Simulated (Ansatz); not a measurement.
`N[SiH](Cl)[GeH3]` + `BrI` → `[GeH3][I]` + `N[SiH](Cl)Br`  (formal exchange of groups at a Ge–Si bond)

Program: Ansatz. Geometries: PBE0-D4/def2-TZVP. ΔE: electronic, gas phase. CBS: MP2 limit from def2 TZ/QZ plus the TZ coupled-cluster correction, frozen cores. Functionals use def2-TZVPP. B3LYP here is the variant with VWN-RPA as its local correlation; programs differ in this. def2 core potentials past Kr. For Br, Ge, I outer-core shells are correlated without core-valence functions, which leaves a few kJ/mol of doubt a bond. Scalar relativity is left out up to krypton. Each species was taken in one conformer, which may not be the lowest.

CCSD(T)/CBS gives -48.7 kcal/mol.

Q: Another level gave -49.5 kcal/mol. Which?
A. PBE/def2-TZVPP
B. SCS-MP2/def2-TZVPP
C. B3LYP-D4/def2-TZVPP
D. r2SCAN/def2-TZVPP

A: D. r2SCAN -49.5, PBE -44.6, SCS-MP2/def2-TZVPP -52.3, B3LYP-D4 -46.2 kcal/mol.

Largest T1 diagnostic among the species: 0.011.

From PBE to PBE0 (25 % exact exchange), in def2-TZVPP and without D4, ΔE moves by −3.5 kcal/mol.
